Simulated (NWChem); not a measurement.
The numbers come from NWChem runs, not from measurements. System: Ga, charge 1, spin multiplicity 1. Level: CCSD(T)/def2-TZVP, 9 core orbitals frozen.

Output (cleaned and shortened):

```
             Northwest Computational Chemistry Package (NWChem) 7.3.0
             --------------------------------------------------------

                                NWChem Input Module
                                -------------------

 Scaling coordinates for geometry "geometry" by  1.889725989
 (inverse scale =  0.529177249)

                             Geometry "geometry" -> ""
                             -------------------------

 Output coordinates in angstroms (scale by  1.889725989 to convert to a.u.)

  No.       Tag          Charge          X              Y              Z
 ---- ---------------- ---------- -------------- -------------- --------------
    1 Ga                  31.0000     0.00000000     0.00000000     0.00000000

 Effective nuclear repulsion energy (a.u.)       0.0000000000

            Nuclear Dipole moment (a.u.)
            ----------------------------
        X                 Y               Z
 ---------------- ---------------- ----------------
     0.0000000000     0.0000000000     0.0000000000

      Symmetry information
      --------------------

 Group name             D2h
 Group number             26
 Group order               8
 No. of unique centers     1

      Symmetry unique atoms

     1


 Summary of "ao basis" -> "" (spherical)
 ------------------------------------------------------------------------------
       Tag                 Description            Shells   Functions and Types
 ---------------- ------------------------------  ------  ---------------------
 *                         def2-tzvp                  on all atoms

 Summary of "ao basis" -> "ao basis" (spherical)
 ------------------------------------------------------------------------------
       Tag                 Description            Shells   Functions and Types
 ---------------- ------------------------------  ------  ---------------------
 Ga                        def2-tzvp                16       48   6s5p4d1f

                                 NWChem SCF Module
                                 -----------------

  ao basis        = "ao basis"
  functions       =    48
  atoms           =     1
  closed shells   =    15
  open shells     =     0
  charge          =   1.00
  wavefunction    = RHF
  use symmetry    = T
  symmetry adapt  = T

 Summary of "ao basis" -> "ao basis" (spherical)
 ------------------------------------------------------------------------------
       Tag                 Description            Shells   Functions and Types
 ---------------- ------------------------------  ------  ---------------------
 Ga                        def2-tzvp                16       48   6s5p4d1f

      Symmetry analysis of basis
      --------------------------

        ag         14
        au          1
        b1g         4
        b1u         7
        b2g         4
        b2u         7
        b3g         4
        b3u         7

 Forming initial guess at       0.1s

      Superposition of Atomic Density Guess
      -------------------------------------

 Sum of atomic energies:       -1923.22468428

 Renormalizing density from      31.00 to     30

      Non-variational initial energy
      ------------------------------

 Total energy =   -1884.858139
 1-e energy   =   -2598.305238
 2-e energy   =     713.447099
 HOMO         =      -0.905456
 LUMO         =      -0.369365

      Symmetry analysis of molecular orbitals - initial
      -------------------------------------------------

 !! scf_movecs_sym_adapt:   42 vectors were symmetry contaminated

  Symmetry fudging

 !! scf_movecs_sym_adapt:   42 vectors were symmetry contaminated

  Numbering of irreducible representations:

     1 ag          2 au          3 b1g         4 b1u         5 b2g
     6 b2u         7 b3g         8 b3u

  Orbital symmetries:

     1 ag          2 ag          3 b1u         4 b3u         5 b2u
     6 ag          7 b2u         8 b1u         9 b3u        10 ag
    11 b2g        12 ag         13 b1g        14 b3g        15 ag
    16 b1u        17 b2u        18 b3u        19 ag         20 b3g
    21 b1g        22 ag         23 ag         24 b2g        25 b2u

 Starting SCF solution at       0.6s

 ----------------------------------------------
[...]
  ----- ------------  ---------------      ----- ------------  ---------------
    22      0.906063  1 Ga d -2              27      0.208899  1 Ga d -2

 Vector   14  Occ=2.000000D+00  E=-1.494258D+00  Symmetry=ag
              MO Center=  2.3D-29,  4.7D-29, -8.2D-30, r^2= 2.2D-01
   Bfn.  Coefficient  Atom+Function         Bfn.  Coefficient  Atom+Function
  ----- ------------  ---------------      ----- ------------  ---------------
    24      0.905830  1 Ga d  0              29      0.208845  1 Ga d  0

 Vector   15  Occ=2.000000D+00  E=-6.879606D-01  Symmetry=ag
              MO Center= -1.8D-17,  5.7D-15,  3.8D-16, r^2= 1.8D+00
   Bfn.  Coefficient  Atom+Function         Bfn.  Coefficient  Atom+Function
  ----- ------------  ---------------      ----- ------------  ---------------
     5      0.776266  1 Ga s                  6      0.404714  1 Ga s
     4     -0.329959  1 Ga s                  3     -0.221654  1 Ga s

 Vector   16  Occ=0.000000D+00  E=-1.942941D-01  Symmetry=b3u
              MO Center=  1.8D-18,  3.3D-28,  3.7D-28, r^2= 3.8D+00
   Bfn.  Coefficient  Atom+Function         Bfn.  Coefficient  Atom+Function
  ----- ------------  ---------------      ----- ------------  ---------------
    19      0.699357  1 Ga px                16      0.421052  1 Ga px
    10     -0.161705  1 Ga px

 Vector   17  Occ=0.000000D+00  E=-1.942941D-01  Symmetry=b2u
              MO Center=  4.0D-29, -5.8D-15, -1.0D-29, r^2= 3.8D+00
   Bfn.  Coefficient  Atom+Function         Bfn.  Coefficient  Atom+Function
  ----- ------------  ---------------      ----- ------------  ---------------
    20      0.699357  1 Ga py                17      0.421052  1 Ga py
    11     -0.161705  1 Ga py

 Vector   18  Occ=0.000000D+00  E=-1.942941D-01  Symmetry=b1u
              MO Center=  9.8D-29, -2.3D-29, -4.1D-15, r^2= 3.8D+00
   Bfn.  Coefficient  Atom+Function         Bfn.  Coefficient  Atom+Function
  ----- ------------  ---------------      ----- ------------  ---------------
    21      0.699357  1 Ga pz                18      0.421052  1 Ga pz
    12     -0.161705  1 Ga pz

 center of mass
 --------------
 x =   0.00000000 y =   0.00000000 z =   0.00000000

 moments of inertia (a.u.)
 ------------------
           0.000000000000           0.000000000000           0.000000000000
           0.000000000000           0.000000000000           0.000000000000
           0.000000000000           0.000000000000           0.000000000000

  Mulliken analysis of the total density
  --------------------------------------

    Atom       Charge   Shell Charges
 -----------   ------   -------------------------------------------------------
    1 Ga  31    30.00   2.00  2.00  1.19  0.77  1.32  0.73  5.98  4.41  1.57  0.03 -0.00  8.90  1.13 -0.04  0.02  0.00

       Multipole analysis of the density wrt the origin
       ------------------------------------------------

     L   x y z        total         open         nuclear
     -   - - -        -----         ----         -------
     0   0 0 0      1.000000      0.000000     31.000000

     1   1 0 0      0.000000      0.000000      0.000000
     1   0 1 0     -0.000000      0.000000      0.000000
     1   0 0 1     -0.000000      0.000000      0.000000

     2   2 0 0     -8.456829      0.000000      0.000000
     2   1 1 0      0.000000      0.000000      0.000000
     2   1 0 1      0.000000      0.000000      0.000000
     2   0 2 0     -8.456829      0.000000      0.000000
     2   0 1 1     -0.000000      0.000000      0.000000
     2   0 0 2     -8.456829      0.000000      0.000000

                   NWChem Extensible Many-Electron Theory Module
                   ---------------------------------------------


            General Information
            -------------------
      Number of processors :     1
         Wavefunction type : Restricted Hartree-Fock
          No. of electrons :    30
           Alpha electrons :    15
            Beta electrons :    15
           No. of orbitals :    96
            Alpha orbitals :    48
             Beta orbitals :    48
        Alpha frozen cores :     9
         Beta frozen cores :     9
     Alpha frozen virtuals :     0
      Beta frozen virtuals :     0
         Spin multiplicity : singlet
    Number of AO functions :    48
       Number of AO shells :    16
        Use of symmetry is : on
      Symmetry adaption is : on
         Schwarz screening : 0.10D-09

          Correlation Information
          -----------------------
          Calculation type : Coupled-cluster singles & doubles w/ perturbation
   Perturbative correction : (T)
            Max iterations :      100
        Residual threshold : 0.10D-05
     T(0) DIIS level shift : 0.00D+00
     L(0) DIIS level shift : 0.00D+00
     T(1) DIIS level shift : 0.00D+00
     L(1) DIIS level shift : 0.00D+00
     T(R) DIIS level shift : 0.00D+00
     T(I) DIIS level shift : 0.00D+00
   CC-T/L Amplitude update :  5-th order DIIS
                I/O scheme : Global Array Library
        L-threshold :  0.10D-05
        EOM-threshold :  0.10D-05
 no EOMCCSD initial starts read in
 TCE RESTART OPTIONS
 SLICE:      F
 D4D5:       F
 quantumc:   F
 qrotation:  F
 pwtce:      F
 qducc:      F
 nacto:                         0
 nrotv:                         0
 nrot:                          0

            Memory Information
            ------------------
          Available GA space size is     249034496 doubles
          Available MA space size is     104852780 doubles

 Maximum block size supplied by input
 Maximum block size        24 doubles

 tile_dim =      8

 -------------------------------------------------

 Global array virtual files algorithm will be used

 Parallel file system coherency ......... OK

 4-electron integrals stored in orbital form

 v2    file size   =            61429
 4-index algorithm nr.  13 is used
 imaxsize =       30
 imaxsize ichop =        0


CCSD iterations
 ---------------------------------------------------------
 Iter          Residuum       Correlation     Cpu    Wall
 ---------------------------------------------------------
    1   0.1137956281294  -0.1650777410503     0.3     0.3
    2   0.0296068746003  -0.1625766076469     0.3     0.3
    3   0.0115947580266  -0.1670328500752     0.4     0.4
    4   0.0051313482775  -0.1675563342082     0.3     0.3
    5   0.0022064035384  -0.1681586132648     0.3     0.3
    6   0.0002723713642  -0.1684438892695     0.3     0.3
    7   0.0000907089667  -0.1684490735466     0.3     0.3
    8   0.0000314837005  -0.1684480166661     0.3     0.3
    9   0.0000130518081  -0.1684487962061     0.3     0.3
   10   0.0000053712260  -0.1684492346378     0.5     0.5
   11   0.0000012640343  -0.1684495457712     0.6     0.6
   12   0.0000003946907  -0.1684495264511     0.7     0.7
 -----------------------------------------------------------------
 Iterations converged
 CCSD correlation energy / hartree =        -0.168449526451127
 CCSD total energy / hartree       =     -1923.187872509499130

 Singles contributions

 Doubles contributions
 CCSD(T)
 Using plain CCSD(T) code
             total no. of tasks         1740
 total no. of tasks / no. procs         1740
                         wl_min            3           1.2
                         wl_max        13824           4.9
        thresh for no. of tasks         1740

 CCSD[T]  correction energy / hartree =        -0.007644554195215
 CCSD[T] correlation energy / hartree =        -0.176094080646342
 CCSD[T] total energy / hartree       =     -1923.195517063694297
 CCSD(T)  correction energy / hartree =        -0.006419733022227
 CCSD(T) correlation energy / hartree =        -0.174869259473354
 CCSD(T) total energy / hartree       =     -1923.194292242521442

 Task  times  cpu:        9.1s     wall:        9.1s

 Total times  cpu:        9.1s     wall:        9.1s
```

Q: Write an NWChem input that would produce this output.

A: This is not unique; one that fits is 
```
start mol
memory heap 100 mb stack 700 mb global 1900 mb
charge 1
geometry units angstroms nocenter noautoz
  Ga     0.000000     0.000000     0.000000
  symmetry group D2h
end
basis spherical
  * library def2-tzvp
end
scf
  rhf
  nopen 0
  maxiter 100
  thresh 1e-7
  semidirect memsize 60000000 filesize 0
end
tce
  freeze core 9
  ccsd(t)
  2eorb
  2emet 13
  thresh 1e-6
  maxiter 100
  tilesize 24
end
task tce energy
```
